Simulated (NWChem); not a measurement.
System: CH3NOSi; SMILES N#CO[SiH3]

```xyz
7

N      0.4439     2.3088     0.0000
C     -0.0851     1.2694     0.0000
O     -0.7091     0.1376     0.0000
Si     0.0974    -1.3785     0.0000
H      0.9278    -1.4761    -1.2211
H     -1.0090    -2.3548     0.0000
H      0.9278    -1.4761     1.2211
```
Atoms are numbered in this order, from 1.

Program: NWChem. Structure relaxed at the B3LYP/6-31G* (spherical d) level. Vzz is the largest principal value of the second derivative of the potential at the nucleus (NWChem prints the opposite sign); η is the asymmetry. Non-relativistic.

For level PBE0/def2-SVP:

```yaml
Vzz N1 (a.u.): -0.497
Vzz O3 (a.u.): 1.586
```

How do the values read with level PBE/def2-SVP instead?

The vzz N1 (a.u.) is -0.450 and the vzz O3 (a.u.) is 1.520.
